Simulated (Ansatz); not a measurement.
Reactions of CH6AlNOS, SMILES `C[NH][Al]([OH])[SH]`.

Isolated molecules relaxed with PBE0-D4/def2-TZVP in Ansatz; ΔE leaves out vibrations. CBS: MP2 limit from def2 TZ/QZ plus the TZ coupled-cluster correction, frozen cores. This one scheme is used for every species. Functionals use def2-TZVPP. B3LYP here is the variant with VWN-RPA as its local correlation; programs differ in this. For Ge outer-core shells are correlated without core-valence functions, which leaves a few kJ/mol of doubt a bond. Scalar relativity is left out up to krypton. One conformer a species, not always the lowest.

```json
{"reaction": "`C[NH][Al]([OH])[SH]` + `CN[SiH]([SiH3])Cl` → `CN(C)[SiH]([SiH3])Cl` + `[NH2][Al]([OH])[SH]`", "CCSD(T)/CBS(def2) (kJ/mol)": "-19"}
{"reaction": "`C[NH][Al]([OH])[SH]` + CH₃OH → `C[O][Al]([OH])[SH]` + CH₃NH₂", "CCSD(T)/CBS(def2) (kJ/mol)": "-41"}
{"reaction": "`C[NH][Al]([OH])[SH]` + `B[NH][GeH3]` → `B[N](C)[GeH3]` + `[NH2][Al]([OH])[SH]`", "CCSD(T)/CBS(def2) (kJ/mol)": "-14"}
{"reaction": "`C[NH][Al]([OH])[SH]` + ethane → `C[CH2][Al]([OH])[SH]` + CH₃NH₂", "CCSD(T)/CBS(def2) (kJ/mol)": "?"}
{"reaction": "`C[NH][Al]([OH])[SH]` + `C[NH][AlH][OH]` → `C[NH][Al]([OH])[OH]` + `C[NH][AlH][SH]`", "CCSD(T)/CBS(def2) (kJ/mol)": "-1"}
{"reaction": "`C[NH][Al]([OH])[SH]` + H₂S → `[OH][Al]([SH])[SH]` + CH₃NH₂", "CCSD(T)/CBS(def2) (kJ/mol)": "?"}
```

Fill in the missing values. (An estimate is asked.)

Computed: `C[NH][Al]([OH])[SH]` + ethane → `C[CH2][Al]([OH])[SH]` + CH₃NH₂: +95.7 kJ/mol; `C[NH][Al]([OH])[SH]` + H₂S → `[OH][Al]([SH])[SH]` + CH₃NH₂: -24.6 kJ/mol.

Largest T1 diagnostic: 0.013, for `B[N](C)[GeH3]`.
